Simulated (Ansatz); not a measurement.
```yaml
crystal:
  periodic: [false, false, false]
  atoms:
    - {symbol: Cl, position_ang: [-3.483131, 0.510401, -0.937332]}
    - {symbol: Si, position_ang: [-1.592188, 1.377706, -1.264818]}
    - {symbol: C, position_ang: [-0.347053, 0.266950, -0.287114]}
    - {symbol: C, position_ang: [0.451643, -0.470790, 0.353157]}
    - {symbol: Ge, position_ang: [1.833899, -1.287592, 1.247971]}
    - {symbol: H, position_ang: [-1.604827, 2.716936, -0.883829]}
    - {symbol: H, position_ang: [-1.394347, 1.226202, -2.824706]}
    - {symbol: H, position_ang: [2.570567, -2.057629, 0.354198]}
    - {symbol: H, position_ang: [2.875345, -0.271049, 1.832725]}
    - {symbol: H, position_ang: [0.971539, -2.059614, 2.304043]}
basis:
  gaussian: {orbitals: aug-cc-pVDZ, final_grid: {core_spheres: 20, valence_spheres: 16, degree: 47}, point_charges: [{charge: 0.50, position_ang: [6.014, -0.391, 0.481]}]}
hamiltonian: {xc: {name: HF}}
correlation: {method: mp2, frozen_orbitals: {Cl: 9}}
```

```sh
$ ansatz run in.yaml --threads 4 --pin off --events-out ev --progress --plain --max-ram 10444MiB
```

It prints (some lines left out):

```
Functional definition: HF
Error: "frozen_orbitals" has no count for Si
```

(1) What is wrong with this run?

Results:

(1) Frozen orbitals are typed for one element alone, and the program wants a count for each. The input was rejected before any iteration.
